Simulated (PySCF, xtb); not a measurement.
1-fluorocyclopenta-1,3-diene (C5H5F), SMILES FC1=CC=CC1.

Geometry: B3LYP-D3(BJ)/def2-SVP. The values are those of a single conformer.

Calculation: IEF-PCM-ωB97X/def2-SVP (PySCF 2.14.0).

The values are the electrostatic part of the solvation free energy, E(continuum) − E(gas) at the gas-phase geometry, in a cavity of scaled van der Waals radii (PySCF's table); cavitation and dispersion terms are not included. In vacuum the orbital gap is 10.24 eV. The dipole moment in vacuum is 1.18 D.

Computed values in water (ε = 78.36), N,N-dimethylformamide (ε = 37.22), toluene (ε = 2.37):
```
solvent                    ε  ΔG(elec) (kcal/mol)  dipole (D)  gap (eV)
---------------------  -----  -------------------  ----------  --------
water                  78.36                 -2.6        1.46     10.31
N,N-dimethylformamide  37.22                 -2.6        1.45     10.30
toluene                 2.37                 -1.2        1.31     10.27
```

For comparison, GFN2-xTB/ALPB(water) (xtb, at the GFN2-xTB geometry, all terms of that model) gives -2.0 kcal/mol.
